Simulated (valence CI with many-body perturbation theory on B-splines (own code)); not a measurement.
The numbers below are computed, except where a source is named.
## Assign the levels of Sb I

Level of theory: valence CI with perturbative core correlation (CI+MBPT): five valence electrons over a frozen Dirac-Fock core [Kr] 4d10, a basis of 10 s, 10 p, 9 d, 7 f, 4 g, 2 h functions for each j, with the one-electron correlation potential Σ1 (screened to all orders), the two-electron term Σ2, the three-electron term Σ3, Breit, model QED; selected single and double excitations, second order for the rest, scaled by the run's own slope (own B-spline code, finite nucleus).

Set against measurement, 19 paired levels are off by 64 cm⁻¹ on average, the worst by 178. These come from a selection out of the NIST Handbook of Basic Atomic Spectroscopic Data. Levels without a partner in it may be off by more. Among the levels kept, up to 870 cm⁻¹ of a level comes from second order outside the variational space, and about a tenth of that is noise between levels of different J, which matters for small intervals.

| No. | J | Parity | E (eV) | g |
| --- | --- | --- | --- | --- |
| 1 | 3/2 | odd | 0.0000 | 1.971 |
| 2 | 3/2 | odd | 1.053 | 0.885 |
| 3 | 5/2 | odd | 1.220 | 1.200 |
| 4 | 1/2 | odd | 2.033 | 0.666 |
| 5 | 3/2 | odd | 2.286 | 1.280 |
| 6 | 1/2 | even | 5.368 | 2.340 |
| 7 | 3/2 | even | 5.702 | 1.704 |
| 8 | 1/2 | even | 5.831 | 1.000 |
| 9 | 5/2 | even | 5.997 | 1.546 |

Energies count from the lowest level. Strongly mixed levels and levels close to another of their J and parity are left out, so the numbers can have gaps.

(1) Give configuration and LS term of each level.

Results:

(1) 1: 5s2 5p3 4S°; 2: 5s2 5p3 2D°; 3: 5s2 5p3 2D°; 4: 5s2 5p3 2P°; 5: 5s2 5p3 2P°; 6: 5s2 5p2 6s 4P; 7: 5s2 5p2 6s 4P; 8: 5s2 5p2 6s 2P; 9: 5s2 5p2 6s 4P.
